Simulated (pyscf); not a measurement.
PySCF, gas phase, ωB97X-D3(BJ)/def2-SVP geometries. Correlated levels are frozen-core, on RHF or UHF. ΔMP2 is the change of the MP2 total energy from the triple- to the quadruple-zeta basis.

PBE/def2-TZVP puts the barrier of `[SiH3][Cl]` + `[SiH][Cl]` [singlet] → `[SiH3][SiH]([Cl])[Cl]` (insertion; singlet surface; Cl–Si broken, Si–Si, Cl–Si formed) at -0.16 eV and the reaction energy at -2.05 eV, from the separated reactants. What do PBE0-D3(BJ)/def2-TZVP, ωB97M-D3(BJ)/def2-TZVP, CCSD(T)/def2-TZVPP + ΔMP2(QZVPP) give on the same structures?

PBE0-D3(BJ): ΔE‡ = -0.18 eV, ΔE = -2.26 eV; ωB97M-D3(BJ): ΔE‡ = 0.13 eV, ΔE = -1.94 eV; CCSD(T): ΔE‡ = 0.13 eV, ΔE = -2.04 eV. PBE's barrier lies among them. Its reaction energy lies among theirs. On the reactant side the descent ends in a bound adduct, 0.40 eV under the separated species and 0.26 eV under the saddle at ωB97X-D3(BJ)/def2-TZVP. At PBE, PBE0-D3(BJ) the saddle lies under the separated reactants, which points to a path from their complex (located at ωB97X-D3(BJ) alone). At ωB97X-D3(BJ)/def2-TZVP the barrier from the zero used here is -0.14 eV. This is the saddle that the search found; another between the same sides may lie lower. The CCSD(T) − MP2 part came from Ansatz, without density fitting, on the same reference.
